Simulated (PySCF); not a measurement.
Calculation: PySCF with TPSSh-D3(BJ)/def2-TZVP // BP86-D3(BJ)/def2-SVP. All species are isolated molecules in the gas phase. 

Reference species: [Zn(Cl)2] (neutral, multiplicity 1).

The HOMO–LUMO gap is 6.24 eV and the mean distance from the central atom to its bonded neighbours is 2.102 Å.

Changed species: [Zn(H)2] (2 of 2 Cl replaced by H; the reference has 0 of 2 Cl replaced by H).

**Question.** What does the change do to the HOMO–LUMO gap and mean distance from the central atom to its bonded neighbours?

**Answer.** the HOMO–LUMO gap rises by 0.32 eV, to 6.56 eV; the mean distance from the central atom to its bonded neighbours drops by 0.553 Å, to 1.549 Å.
